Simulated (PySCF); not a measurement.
In(H)2(OEt), SMILES [O]([InH2])CC, singlet at its PBE0/def2-SVP optimised geometry (Å):

```
11

In    -1.3880     0.7716     0.0000
H     -2.2218    -0.7325     0.0001
H     -1.9077     2.4054     0.0000
O      0.6162     0.7716     0.0000
C      1.5573    -0.2510    -0.0014
C      1.0000    -1.6625     0.0022
H      2.2170    -0.1347    -0.8862
H      2.2218    -0.1322     0.8794
H      0.3752    -1.8503    -0.8872
H      1.8134    -2.4054     0.0012
H      0.3798    -1.8476     0.8953
```

Computed with PBE0/def2-TZVP, def2 effective core potentials past Kr (PySCF). The core electrons that the potentials of In replace are not part of the density.

Map of the electrostatic potential (hartree/e), clipped to [-0.08, 0.12] on the plane z = 0.8 Å:

```
|33333333333333333333333333333|
|33333333333333333333333333333|
|33333333333333333333333333333|
|43333333333333332222333333333|
|43333334433333322222223333333|
|44333344544333322222222333333|
|44443445665443321112222333333|
|44444456777654321111122233333|
|44444567999985310001122233333|
|44445689999998410000122233333|
|44455799999999532101222333333|
|44456899999999667422333333333|
|44456899999999679755665433333|
|44455799999999657899999643333|
|44445689999999546999999843333|
|44444568999997546999999844333|
|44444467778876556999999644333|
|44334456655555678999875443333|
|43333445444456999999654443333|
|43333344444458999999644444333|
|43333333334458999999654444443|
|43333333333446999997654444444|
|43333333333445687666655444444|
|44333333333444444445554444444|
|44333333333334444444444444444|
|44433333333333333344444444444|
|44443333333333333344444444444|
|44444443333333333344444444444|
|44444444443333333344444444444|
```
Scale: ten equal steps from -0.080 (start of '0') to 0.120 (end of '9'), in the order '0123456789'; x runs from -4.50 to 4.50, y from -4.50 (bottom) to 4.50 (top).
